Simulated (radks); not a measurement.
Species: Br I. Configuration: [Ar] 3d10 4s2 4p5. Calculated with a radial shooting solver on a logarithmic mesh with Libxc functionals: scalar-relativistic Kohn-Sham, BLYP, spin-polarised, spherical densities, point nucleus; open shells are filled with parallel spins first.

Radial electron density D(r) = 4 pi r^2 rho(r):

r (bohr)  D(r) (e/bohr)   spin D(r)
0.006354          10.82  -0.0000192
0.00728           13.19  -0.0000105
0.00834           15.93  0.00000853
0.009555          19.04   0.0000453
0.01095           22.47    0.000111
0.01254           26.17    0.000224
0.01437           29.98    0.000410
0.01646           33.75    0.000709
0.01886           37.24     0.00118
0.02161           40.17     0.00190
0.02476           42.27     0.00298
0.02836           43.33     0.00456
0.03249           43.22     0.00680
0.03723           42.01     0.00987
0.04265           40.03      0.0139
0.04887           37.82      0.0191
0.05598           36.12      0.0252
0.06414           35.68      0.0319
0.07348           37.02      0.0383
0.08419           40.16      0.0433
0.09646           44.48      0.0451
0.1096            48.51      0.0427
0.1256            51.27      0.0349
0.1439            51.17      0.0223
0.1649            47.74     0.00808
0.1889            41.72    -0.00241
0.2164            35.02    -0.00268
0.2479            29.92      0.0120
0.284             28.03      0.0411
0.3254            29.43      0.0767
0.3728            32.52       0.104
0.4271            34.84       0.109
0.4894            34.40      0.0853
0.5606            30.62      0.0420
0.6423            24.47     0.00308
0.7359            17.72    -0.00189
0.8431            11.98      0.0484
0.9659            8.109       0.156
1.107             6.049       0.302
1.268             5.195       0.449
1.453             4.820       0.557
1.664             4.403       0.593
1.891             3.792       0.556
2.167             2.958       0.459
2.483             2.093       0.335
2.844             1.341       0.216
3.259            0.7780       0.123
3.733            0.4070      0.0615
4.277            0.1904      0.0264
4.9             0.07837     0.00956
5.614           0.02783     0.00280
6.432          0.008365    0.000627
7.369          0.002089   0.0000932

D(r) has 3 maxima, at r = 0.0300, 0.134, 0.448 bohr, and minima at 0.0621, 0.286 bohr, inside which lie 2.06, 11.05 electrons.
